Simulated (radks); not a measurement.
Values are calculated unless marked as measured or tabulated.
Question: Coherent X-ray form factor from a spherical all-electron density. Level of theory: scalar-relativistic Kohn-Sham, Slater X-alpha with alpha = 0.628, spin-polarised, spherical densities, point nucleus (a radial shooting solver on a logarithmic mesh with Libxc functionals).

sin(theta)/lambda (1/angstrom),f0 (electrons)
0.05,68.379
0.1,66.623
0.15,63.998
0.2,60.830
0.25,57.417
0.3,53.981
0.4,47.556
0.5,42.028
0.6,37.354
0.8,29.927
1,24.452
1.25,19.826
1.5,16.950
2,13.407

The species is in the configuration that NIST lists as its ground one. Which atom or ion scatters so?

Answer: The hafnium ion Hf3+, [Xe] 4f14 5d1. Extrapolating in s^2 from the first two rows gives f0(0) = 69.0, near the electron count 69; among species with that count, the fall with angle is slower the higher Z, and the table is that of Z = 72; from so few rows the species is fixed only to a neighbour or two.
